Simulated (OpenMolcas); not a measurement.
A run on Os6+ among 6 point charges of -1 e arranged as an octahedron (Oh), 2.31 Å from the ion.

```
Program             : OpenMolcas 26.06
Method              : CASSCF
Basis               : ANO-RCC-VTZP [8s7p5d3f2g1h]
Scalar Hamiltonian  : DKH2, point nucleus
Active space        : 2 electrons in 5 orbitals (5d)
State averaging     : 2S+1 = 3 even, 10 roots; 2S+1 = 1 even, 15 roots
Spin-orbit coupling : state interaction with AMFI integrals over the reference wave functions
```

104 basis functions. Blocks (2S+1, parity, CSFs, roots kept): 3, even, 10, 10; 1, even, 15, 15.

How long do the RASSCF and RASSI steps take on 1 thread of Arm Neoverse V2 (shared host)?

About 6.5 s of wall time, without the integral step.
